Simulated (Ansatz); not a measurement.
Species: SnH, charge 1, multiplicity 1. 
Geometry from a B3LYP-D3(BJ)/def2-TZVP (Ansatz, a program for electronic structure) optimisation:
```
Sn
H 1 1.7670
```
Charge +1, spin multiplicity 1.

Basis-set convergence of Hartree-Fock and MP2 correlation energies (hartree) with Ansatz. Valence correlation only, unless marked. No spin-orbit coupling. The frozen core is the preceding noble-gas configuration, with the filled d and f shells of earlier blocks. Past Kr the def2 sets carry scalar-relativistic core potentials.

```tsv
basis	functions	E(HF)	E(corr, MP2)
def2-SVP	31	-213.65006	-0.04813
def2-TZVPP	64	-213.65594	-0.05870
def2-QZVPP	112	-213.65722	-0.06269
```

Extrapolating the two largest sets (X = 3 and 4) as X^-3: E(corr) = (64·(-0.06269) - 27·(-0.05870))/37 = -0.0656 Eh, an estimate of the basis-set limit. The largest set recovers 95.6 % of it, the smallest 73.4 %.
